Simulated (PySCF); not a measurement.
**Spinor energies of Eu⁴⁷⁺ (europium, charge +47)**

Start: [Ne] 3s2 3p4; 3p1/2 filled at m_j = -1/2, +1/2; 3p3/2 filled at m_j = +1/2, +3/2. Calculated with PySCF 2.14 in an uncontracted even-tempered set (18 s from 12 bohr⁻², ratio 2.4; 14 p from 15 bohr⁻², ratio 2.4; 4 d from 55 bohr⁻², ratio 2.6; 4 f from 83 bohr⁻², ratio 2.6): generalised Hartree-Fock with the X2C-1e Hamiltonian and a Gaussian nucleus; one run each with spin-orbit coupling (SO) switched off, then screened by Boettger's factors.

| spinor shell | electrons | ε, spin-free (eV) | ε, screened SO (eV) | weight of nominal j (screened SO) | rms radius, screened SO (bohr) |
| --- | --- | --- | --- | --- | --- |
| 1s1/2 | 2 | -51899.6 | -51887.0 | 1.000 | 0.0254 |
| 2s1/2 | 2 | -11131.0 | -11125.9 | 1.000 | 0.101 |
| 2p1/2 | 2 | -10258.4 | -10726.3 | 1.000 | 0.0867 |
| 2p3/2 | 4 | -10258.4 | -10052.9 | 1.000 | 0.0927 |
| 3s1/2 | 2 | -4346.8 | -4344.9 | 1.000 | 0.245 |
| 3p1/2 | 2 | -4084.8 | -4195.7 | 0.998 | 0.233 |
| 3p3/2 | 2 | -4084.8 | -4033.5 | 0.999 | 0.243 |

| quantity | spin-free | screened SO |
| --- | --- | --- |
| E (hartree) | -8741.22871 | -8751.26024 |
| M_J | 2 | 2 |
| ⟨J²⟩ | 6.000 | 6.001 |
| ⟨L²⟩ | 2.000 | 3.220 |
| ⟨S²⟩ | 2.000 | 1.418 |

Each row is a mean over spinors that exchange with the open shell spreads, by up to 32.496 eV (3s1/2).

Breit and QED terms are absent; they matter most for the inner s and p1/2 levels.

Densities and radii are taken from the X2C orbitals without a picture-change correction, which distorts them close to the nucleus.

Without spin-orbit coupling the j labels of p, d and f shells carry no meaning; the spin-free column gives the mean over the occupied spinors of each nl shell.
